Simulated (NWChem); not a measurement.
**Correlation energy of Se**

```xyz
1

Se     0.0000     0.0000     0.0000
```
Charge 0, spin multiplicity 3.

Program: NWChem.

Basis set: def2-TZVP. Each correlation energy counts from its own Hartree-Fock reference.

The Hamiltonian is non-relativistic. The correlated methods keep 9 core orbitals frozen. The stability of the SCF solutions was not checked. Open-shell Hartree-Fock references start from PBE0 orbitals. Coupled-cluster values serve here as a point of comparison, not as the truth.

```tsv
method	correlation energy (mHa)
SCS-UMP2	-198.4
CCSD(T) on ROHF	-236.2
CCSD(T) on UHF	-230.9
CCSD[T] on ROHF	___
CCSD[T] on UHF	-231.3
CCSD on UHF	___
UMP2	-213.4
CCSD on ROHF	___
```

What belongs in the gaps?


- CCSD[T] on ROHF, correlation energy (mHa): -236.5
- CCSD on UHF, correlation energy (mHa): -224.6
- CCSD on ROHF, correlation energy (mHa): -229.4
